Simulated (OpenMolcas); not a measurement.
# Ionisation energies of silicon

| Property | Result |
| --- | --- |
| Program | OpenMolcas 26.06 |
| Basis | ANO-RCC-VTZP [5s4p2d1f] |
| Scalar Hamiltonian | DKH2, point nucleus |
| Spin-orbit coupling | RASSI with atomic mean-field integrals over the reference wave functions, term energies averaged over their components |

Active shells in each charge state: the valence s, p shells, with orbitals averaged over the low states. Where CASPT2's correlated closed shells are named, they are those of the first ion.

A. CASSCF
B. SS-CASPT2, IPEA 0.25 Eh, imaginary shift 0.1 Eh (closed shells correlated: 2s 2p)
C. SS-CASPT2, IPEA 0 Eh, imaginary shift 0.1 Eh (closed shells correlated: 2s 2p)

Energies in eV between the lowest computed levels (charge -1 gives the electron affinity), named as in B; reference values from the NIST Atomic Spectra Database with their kind.

| From | To | A | B | C | Spin-orbit share in B | Reference |
| --- | --- | --- | --- | --- | --- | --- |
| Si- 3s2 3p3 4S* 3/2 | Si 3s2 3p2 3P0 | 0.543 | 1.118 | 1.245 | -0.016 |  |
| Si 3s2 3p2 3P0 | Si+ 3s2 3p 2P* 1/2 | 7.277 | 7.892 | 8.024 | -0.005 | 8.152 (measured) |
| Si+ 3s2 3p 2P* 1/2 | Si2+ 3s2 1S0 | 15.219 | 15.972 | 16.109 | +0.021 | 16.346 (measured) |
| Si2+ 3s2 1S0 | Si3+ 3s 2S 1/2 | 33.173 | 33.270 | 33.272 | +0.000 | 33.493 (measured) |
| Si3+ 3s 2S 1/2 | Si4+ 2p6 1S0 | 44.724 | 44.785 | 44.787 | +0.000 | 45.142 (measured) |

Error against the reference values, in %:

```tsv
From	Reference	A	B	C
Si	measured	-10.7	-3.2	-1.6
Si+	measured	-6.9	-2.3	-1.4
Si2+	measured	-1.0	-0.7	-0.7
Si3+	measured	-0.9	-0.8	-0.8
```

Mean absolute error over the 4 measured values: A 0.68 eV, B 0.30 eV, C 0.24 eV. C lies closest.

No diffuse functions were added, so the electron affinity comes out too small, and without dynamic correlation a bound anion can come out unbound.

* marks odd parity.
